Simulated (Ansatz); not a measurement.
Abridged output of a molecular run in Ansatz:

```
Functional definition: HF
1565 factors; integrals over basis functions are off by at most 9.9e-4 eV
mean field evaluation 1: about -71205.9151 eV, gradient 4.0e1 eV
mean field evaluation 2: about -71206.1655 eV, gradient 4.1e1 eV
mean field evaluation 4: about -71209.7205 eV, gradient 4.1e0 eV
mean field evaluation 8: about -71209.7966 eV, gradient 3.0e-1 eV
mean field evaluation 16: about -71209.7977 eV, gradient 1.5e-6 eV
mean field -71209.79772018 eV, -2616.9117984821 hartree, gradient 1.5e-6 eV, S^2 0.000000; 0 other end points of the search recorded, 0 dependent functions left out
15 core orbitals not correlated: weight in the atoms' cores, before any rotation towards them, 1.000 or more for the frozen orbitals, at most 0.000 for the correlated occupied ones
reference -71209.79772018 eV, -2616.9117984821 hartree; 23, 23 occupied and 192, 192 virtual orbitals, 1565 factors
second order -31.51384105 eV of doubles, -0.00000000 eV of singles
cycle   1  -30.42619441 eV  change     1.1e0 eV  update   1.3e-1
cycle   2  -31.23315944 eV  change   -8.1e-1 eV  update   3.8e-2
cycle   3  -31.38152373 eV  change   -1.5e-1 eV  update   2.0e-2
cycle   4  -31.35573444 eV  change    2.6e-2 eV  update   6.1e-3
cycle   5  -31.35131166 eV  change    4.4e-3 eV  update   3.3e-3
cycle   6  -31.35436277 eV  change   -3.1e-3 eV  update   1.2e-3
cycle   7  -31.35384895 eV  change    5.1e-4 eV  update   5.3e-4
cycle   8  -31.35343758 eV  change    4.1e-4 eV  update   1.8e-4
cycle   9  -31.35354905 eV  change   -1.1e-4 eV  update   7.6e-5
cycle  10  -31.35359084 eV  change   -4.2e-5 eV  update   2.9e-5
perturbative correction -1.08571263 eV, -0.0398992034 hartree
Total energy: -71242.23702366 eV, -2618.1039208968 hartree
```

Its atoms:

Cartesian coordinates in Å:
```
C -0.8831 -0.8102 -1.0107
Te 0.7622 0.4446 -1.5722
As 1.7088 0.6896 0.8069
O 0.2494 1.2458 1.7132
H -0.5172 -1.8073 -0.7774
H -1.3706 -0.3607 -0.1487
H -1.5711 -0.8468 -1.8539
H 1.4116 -0.7611 1.1683
H 0.2099 2.2062 1.6745
```

Question: Which basis set was used?
A. def2-SVP
B. def2-TZVPP
C. def2-TZVPPD
D. def2-QZVPP

Answer: B. It gives 230 functions.

Question: Write the keys of the input that set method, charge and spin (a neutral closed shell needs none for the last two).

Answer: 
```yaml
correlation: {method: ccsd_t}
```
